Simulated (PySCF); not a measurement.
Here is a computed PBE0-D3(BJ)/def2-SVP geometry (Å):
```
atom  x, y, z in Å
N1    -1.778    0.208    0.371
B2    -1.029   -0.983   -0.442
Si3    0.751   -0.277   -1.117
Si4    1.896    0.644    0.720
H5    -2.034    0.981   -0.245
H6    -2.635   -0.133    0.809
H7    -1.181    0.595    1.108
H8    -1.783   -1.317   -1.343
H9    -0.837   -1.880    0.367
H10    0.662    0.851   -2.116
H11    1.642   -1.316   -1.731
H12    2.411   -0.412    1.650
H13    0.898    1.437    1.538
H14    3.016    1.592    0.422
```

Neutral, closed shell.

Read off the bonds between heavy atoms and their formal orders.

N1–B2 1.63 Å (single); B2–Si3 2.03 Å (single); Si3–Si4 2.35 Å (single). Bonds to hydrogen (Å): N1–H5 1.02; N1–H6 1.02; N1–H7 1.02; B2–H8 1.22; B2–H9 1.22; Si3–H10 1.51; Si3–H11 1.50; Si4–H12 1.50; Si4–H13 1.51; Si4–H14 1.50.

Which species is it?

`[NH3+][BH2-][SiH2][SiH3]`, BH10NSi2.

Name the point group.

C1 (no symmetry element, even within 0.4 Å).

Classify the heavy atoms.

N1: nitrogen bonded to B and 3 H; B2: four-coordinate boron; Si3: SiH2 silicon; Si4: SiH3 silicon.

What is the arrangement about B2?

It has 4 neighbours (N1, Si3, H8, H9) and is tetrahedral (angles from 106.2° to 113.0°).

What is the arrangement about Si3?

It has 4 neighbours (B2, Si4, H10, H11) and is distorted tetrahedral (angles from 104.6° to 115.4°).
